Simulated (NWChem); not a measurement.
# H₃BO₂; SMILES OBO

```xyz
6

B     -0.4792    -0.0187     0.0000
H     -1.6898    -0.0175     0.0000
O      0.1518    -1.2138     0.0000
H      1.1112    -1.1094     0.0000
O      0.2559     1.1264     0.0000
H     -0.2868     1.9193     0.0000
```
Atoms are numbered in this order, from 1.

Results from NWChem. Coordinates come from a PBE0/def2-SVP optimisation. Vertical excitations in the gas phase; the lowest state need not have the same character in each row.

```
level                           lowest excitation, singlet (eV)  lowest state with f > 0.02, singlet (eV)  orbital gap (eV)
------------------------------  -------------------------------  ----------------------------------------  ----------------
PBE/def2-SVP, full TDDFT                                   8.34                                      8.74              7.78
B3LYP/def2-SVP, full TDDFT                                 8.78                                      9.27              9.98
BHandHLYP/def2-SVP, full TDDFT                             9.35                                      9.35             13.27
Hartree-Fock/def2-SVP, TDHF                               10.22                                     10.22             18.48
```
